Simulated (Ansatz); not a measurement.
Cost and result for the atomization energy of H8N3Si2, SMILES `N[SiH]N[SiH2]N` radical (13 atoms, 12 bonds).

| atom | x (Å) | y (Å) | z (Å) |
| --- | --- | --- | --- |
| N1 | 1.498 | -0.698 | -1.169 |
| Si2 | 1.873 | -0.402 | 0.477 |
| N3 | 0.370 | 0.025 | 1.233 |
| Si4 | -0.964 | 0.892 | 0.583 |
| N5 | -1.578 | 0.052 | -0.795 |
| H6 | 2.175 | -0.544 | -1.897 |
| H7 | 0.544 | -0.563 | -1.478 |
| H8 | 2.379 | -1.612 | 1.218 |
| H9 | 0.320 | -0.159 | 2.225 |
| H10 | -0.621 | 2.238 | 0.050 |
| H11 | -1.920 | 1.046 | 1.717 |
| H12 | -2.078 | 0.584 | -1.491 |
| H13 | -1.999 | -0.857 | -0.674 |

Total charge 0; spin multiplicity 2. Geometry: relaxed with PBE0-D4/def2-TZVP. It is one conformer, not always the lowest. Program: Ansatz. All runs use 2 threads of an AMD EPYC 7R13 on a shared host and a share of an NVIDIA H100 80 GB. Times are those of one run each, without the atoms' runs, and a repeat can differ threefold. Electronic energies, without spin–orbit coupling; frozen cores. CCSD(T)/CBS adds CCSD(T) − MP2 in def2-TZVPP to the MP2 limit, and its time is that of the two runs behind it. T1 = 0.013; ⟨S²⟩ of the reference is 0.76. B3LYP takes the VWN-RPA correlation (the form of Gaussian; ORCA's B3LYP/G).

CCSD(T)/CBS is a level of theory with its own doubt, some kJ/mol a heavy atom from the limit and from the frozen cores, so smaller differences don't rank the functionals.

| level | functions | wall time |
| --- | --- | --- |
| B2PLYP/def2-TZVPP | 289 | 3.9 s |
| MP2/def2-QZVPP | 551 | 5 s |
| PBE-D4/def2-TZVPP (with forces) | 289 | 5 s |
| B3LYP-D4/def2-TZVPP (with forces) | 289 | 5.5 s |
| r2SCAN-D4/def2-TZVPP (with forces) | 289 | 5.5 s |
| PBE0-D4/def2-TZVPP | 289 | 6 s |
| ωB97X-V/def2-TZVPP | 289 | 10 s |
| ωB97M-V/def2-TZVPP (with forces) | 289 | 13 s |
| CCSD(T)/def2-TZVPP | 289 | 17 s |
| CCSD(T)/CBS(def2) | – | 22 s |

**Question.** What atomization energy does each give, and how far from CCSD(T)/CBS? (Best estimate.)

**Answer.** Computed: 
| level | atomization (kJ/mol) | difference from CCSD(T)/CBS | per bond |
| --- | --- | --- | --- |
| B2PLYP/def2-TZVPP | 4313.2 | -50.6 | -4.2 |
| MP2/def2-QZVPP | 4340.4 | -23.4 | -1.9 |
| PBE-D4/def2-TZVPP (with forces) | 4413.4 | 49.6 | 4.1 |
| B3LYP-D4/def2-TZVPP (with forces) | 4391.4 | 27.6 | 2.3 |
| r2SCAN-D4/def2-TZVPP (with forces) | 4342.8 | -21.0 | -1.7 |
| PBE0-D4/def2-TZVPP | 4334.6 | -29.2 | -2.4 |
| ωB97X-V/def2-TZVPP | 4394.8 | 31.0 | 2.6 |
| ωB97M-V/def2-TZVPP (with forces) | 4381.5 | 17.7 | 1.5 |
| CCSD(T)/def2-TZVPP | 4209.7 | -154.1 | -12.8 |
| CCSD(T)/CBS(def2) | 4363.8 | 0.0 | 0.0 |

From PBE to PBE0 (25 % exact exchange), in def2-TZVPP and without D4, the atomization energy moves by −74.0 kJ/mol: exact exchange takes away binding that semilocal exchange gives to molecules. In def2-TZVPP, CCSD(T) changes the Hartree–Fock value by +1201.9 kJ/mol (the triples alone add +62.1 kJ/mol) and MP2 by +1239.2 kJ/mol; breaking electron pairs costs correlation energy, which Hartree–Fock lacks. The D4 term adds +52.5 kJ/mol with B3LYP and +27.7 kJ/mol with PBE0; it sums over pairs of atoms, weighted by their polarisabilities, and B3LYP, whose exchange is more repulsive, gets the larger term.
